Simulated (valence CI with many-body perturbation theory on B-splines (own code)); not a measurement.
E1 transitions of Tm³⁶⁺

Calculated by valence CI with perturbative core correlation (CI+MBPT): five valence electrons over a frozen Dirac-Fock core [Ar] 3d10, radial functions for each j: 11 s, 11 p, 10 d, 8 f, 5 g, 2 h, with the one-electron correlation potential Σ1, the two-electron term Σ2, the three-electron term Σ3, Breit, model QED; selected CI, second order for the rest, scaled by the run's own slope (own B-spline code, finite nucleus).

No measured spectrum was set against this ion. As an estimate, large intervals hold to a few tenths of a per cent, small ones and those within an open d or f shell to about a per cent. Among the levels kept, up to 2100 cm⁻¹ of a level comes from second order outside the variational space, and about a tenth of that is noise between levels of different J, which matters for small intervals.

Lines 51 to 100 of 565 in falling wavelength, among levels below 440.43 eV, chosen from the strongest by gf and those to the six lowest levels. Wavelengths and rates use the calculated energies. Electric multipoles are in the length gauge with retardation, E1 and E2 with the static RPA response of the core. Weak lines are less certain than strong ones. Lines between different terms over intervals too small for the method are left out, as are lines whose strength nearly cancels. Where a level lies close to another of its J and parity, the split of strength between their lines is uncertain. The highest levels of a list are the least certain.

Levels are named by their leading jj configuration (3d3/2^4 stands for four electrons in 3d with j = 3/2), which in mixed levels can hold well under half, so a name can repeat and another be missing. Letters in brackets count levels of one name in rising energy.

```tsv
λ vac (Å)	Upper	Lower	A (s⁻¹)	log gf	Branch %
128.5	(4s 4p1/2^2 4p3/2 4d5/2) J=5/2 [a]	(4s 4p1/2 4p3/2^3) J=3/2 [a]	6.73e+09	-1.00	4.1
127.7	(4s^2 4p1/2 4p3/2 4d5/2) J=3/2 [b]	(4s^2 4p3/2^3) J=3/2	3.69e+09	-1.44	0.8
126.5	(4p1/2^2 4p3/2^3) J=3/2	(4s^2 4p1/2 4p3/2 4d5/2) J=5/2 [b]	1.34e+10	-0.89	2.5
126.2	(4s 4p1/2 4p3/2^2 4d5/2) J=9/2 [c]	(4s^2 4p3/2^2 4d5/2) J=9/2	6.77e+09	-0.79	3.4
126.1	(4s^2 4p1/2 4p3/2 4d5/2) J=5/2 [c]	(4s^2 4p3/2^3) J=3/2	3.65e+09	-1.28	0.5
125.4	(4s^2 4p1/2^2 4d5/2) J=5/2	(4s^2 4p1/2 4p3/2^2) J=3/2	3.07e+09	-1.36	1.4
124.9	(4s 4p1/2^2 4p3/2 4d5/2) J=7/2 [b]	(4s^2 4p1/2 4p3/2 4d5/2) J=7/2 [a]	8.37e+09	-0.81	10.1
122.5	(4s 4p1/2^2 4d3/2 4d5/2) J=3/2 [a]	(4s 4p1/2 4p3/2^2 4d3/2) J=5/2 [a]	1.35e+10	-0.91	10.7
122.5	(4s 4p1/2^2 4p3/2^2) J=3/2	(4s^2 4p1/2 4p3/2^2) J=3/2	8.17e+09	-1.13	2.6
120.7	(4s 4p1/2 4p3/2^3) J=3/2 [b]	(4s^2 4p3/2^3) J=3/2	1.23e+10	-0.97	2.1
118.0	(4s^2 4p1/2 4p3/2 4f5/2) J=9/2	(4s^2 4p3/2^2 4d5/2) J=9/2	5.89e+09	-0.91	1.0
116.8	(4s^2 4p1/2 4p3/2 4d5/2) J=1/2 [b]	(4s^2 4p3/2^3) J=3/2	7.74e+09	-1.50	1.0
99.70	(4s^2 4p1/2 4p3/2 4d3/2) J=3/2 [a]	(4s^2 4p1/2 4p3/2^2) J=1/2	3.86e+08	-2.64	1.4
94.99	(4s^2 4p1/2 4p3/2 4d3/2) J=3/2 [a]	(4s^2 4p1/2 4p3/2^2) J=5/2	1.65e+09	-2.05	6.1
94.78	(4s^2 4p1/2 4p3/2 4d3/2) J=5/2 [a]	(4s^2 4p1/2 4p3/2^2) J=5/2	2.62e+09	-1.67	57.2
93.89	(4s 4p1/2 4p3/2^3) J=3/2 [a]	(4s^2 4p1/2 4p3/2^2) J=1/2	4.29e+08	-2.64	2.5
92.88	(4p1/2^2 4p3/2^2 4d3/2) J=7/2	(4s 4p1/2^2 4p3/2 4d5/2) J=7/2 [a]	1.33e+10	-0.86	13.1
91.54	(4s^2 4p1/2 4p3/2 4d3/2) J=3/2 [a]	(4s^2 4p1/2 4p3/2^2) J=3/2	5.09e+08	-2.59	1.9
91.43	(4s^2 4p1/2^2 4d3/2) J=3/2	(4s^2 4p1/2^2 4p3/2) J=3/2	2.44e+09	-1.91	76.6
91.14	(4s^2 4p1/2 4p3/2 4d3/2) J=1/2 [a]	(4s^2 4p1/2 4p3/2^2) J=3/2	7.12e+08	-2.75	10.7
89.69	(4s 4p1/2 4p3/2^3) J=3/2 [a]	(4s^2 4p1/2 4p3/2^2) J=5/2	3.40e+08	-2.78	2.0
89.25	(4s 4p1/2 4p3/2^2 4d5/2) J=9/2 [a]	(4s^2 4p1/2 4p3/2 4d5/2) J=7/2 [a]	2.21e+10	-0.58	88.8
87.92	(4s^2 4p3/2^2 4d3/2) J=1/2	(4s^2 4p3/2^3) J=3/2	2.09e+09	-2.32	0.2
87.24	(4s 4p1/2^2 4p3/2^2) J=5/2	(4s^2 4p1/2^2 4p3/2) J=3/2	1.81e+09	-1.91	13.6
87.19	(4s^2 4p1/2 4p3/2 4f7/2) J=7/2 [a]	(4s^2 4p1/2 4p3/2 4d5/2) J=5/2 [c]	1.23e+10	-0.95	4.7
87.16	(4s^2 4p3/2^2 4d3/2) J=5/2	(4s^2 4p3/2^3) J=3/2	2.67e+09	-1.74	0.3
87.10	(4s 4p1/2 4p3/2^2 4d5/2) J=11/2	(4s^2 4p1/2 4p3/2 4d5/2) J=9/2	1.60e+10	-0.66	64.8
86.75	(4s^2 4p3/2^2 4d5/2) J=1/2	(4s^2 4p3/2^3) J=3/2	3.41e+09	-2.11	4.1
86.73	(4s^2 4p1/2 4p3/2 4d3/2) J=1/2 [b]	(4s^2 4p1/2 4p3/2^2) J=1/2	3.36e+09	-2.12	0.4
86.68	(4s 4p1/2^2 4p3/2 4d3/2) J=5/2 [a]	(4s^2 4p1/2^2 4d3/2) J=3/2	2.47e+08	-2.78	0.9
86.61	(4s^2 4p1/2 4p3/2 4d3/2) J=3/2 [b]	(4s^2 4p1/2 4p3/2^2) J=1/2	2.83e+08	-2.90	0.0
86.61	(4s 4p1/2 4p3/2^3) J=3/2 [a]	(4s^2 4p1/2 4p3/2^2) J=3/2	1.00e+10	-1.35	58.3
86.33	(4s 4p1/2 4p3/2^2 4d5/2) J=7/2 [c]	(4s^2 4p1/2 4p3/2 4d5/2) J=5/2 [b]	2.05e+10	-0.74	19.0
86.30	(4s^2 4p1/2 4p3/2 4d5/2) J=5/2 [a]	(4s^2 4p1/2 4p3/2^2) J=5/2	1.67e+09	-1.95	30.9
86.27	(4s 4p1/2^2 4p3/2 4d3/2) J=3/2 [a]	(4s^2 4p1/2^2 4d3/2) J=3/2	2.27e+09	-1.99	5.6
86.26	(4s 4p1/2^2 4p3/2 4d3/2) J=1/2 [a]	(4s^2 4p1/2^2 4d3/2) J=3/2	9.16e+08	-2.69	4.1
86.03	(4s 4p3/2^3 4d5/2) J=9/2	(4s^2 4p3/2^2 4d5/2) J=7/2	1.11e+10	-0.91	2.7
85.85	(4s 4p1/2^2 4p3/2 4d5/2) J=7/2 [a]	(4s^2 4p1/2^2 4d5/2) J=5/2	1.92e+10	-0.77	8.8
85.69	(4s^2 4p1/2 4p3/2 4d5/2) J=7/2 [a]	(4s^2 4p1/2 4p3/2^2) J=5/2	5.25e+08	-2.34	99.8
85.17	(4s 4p1/2^2 4d3/2 4d5/2) J=9/2	(4s 4p1/2^2 4p3/2 4d5/2) J=9/2	1.22e+10	-0.88	13.4
85.06	(4s 4p1/2 4p3/2^2 4d5/2) J=5/2 [a]	(4s^2 4p1/2 4p3/2 4d5/2) J=3/2 [a]	1.78e+10	-0.94	12.2
85.02	(4s^2 4p3/2 4d3/2 4d5/2) J=9/2	(4s^2 4p3/2^2 4d5/2) J=9/2	1.07e+10	-0.93	1.6
84.94	(4s^2 4p3/2 4d3/2 4d5/2) J=11/2 [a]	(4s^2 4p3/2^2 4d5/2) J=9/2	1.43e+10	-0.73	2.8
84.00	(4s^2 4p1/2 4p3/2 4f7/2) J=9/2 [a]	(4s^2 4p1/2 4p3/2 4d5/2) J=7/2 [b]	2.50e+10	-0.58	14.8
83.48	(4s^2 4p1/2 4p3/2 4d3/2) J=5/2 [b]	(4s^2 4p1/2 4p3/2^2) J=5/2	4.90e+08	-2.51	0.0
83.08	(4s 4p1/2 4p3/2^2 4d5/2) J=9/2 [c]	(4s^2 4p1/2 4p3/2 4d5/2) J=7/2 [b]	1.27e+10	-0.88	6.3
83.03	(4s^2 4p1/2 4p3/2 4d3/2) J=3/2 [b]	(4s^2 4p1/2 4p3/2^2) J=5/2	3.79e+09	-1.80	0.3
82.65	(4s 4p1/2^2 4p3/2 4d5/2) J=7/2 [b]	(4s^2 4p1/2^2 4d5/2) J=5/2	2.89e+10	-0.63	34.7
82.42	(4s^2 4p1/2^2 4f5/2) J=5/2	(4s 4p1/2^2 4p3/2^2) J=3/2	2.10e+10	-0.89	5.0
82.06	(4s 4p1/2 4p3/2^2 4d3/2) J=5/2 [e]	(4s^2 4p1/2 4p3/2 4d3/2) J=3/2 [b]	2.67e+10	-0.79	4.3
```

(1) How does gf follow from A for the line at 86.33 Å?

Answers

(1) gf = 1.4992 × (2J+1)_upper × A / σ², with σ = 1158353 cm⁻¹ and 2J+1 = 8: gf = 0.184.
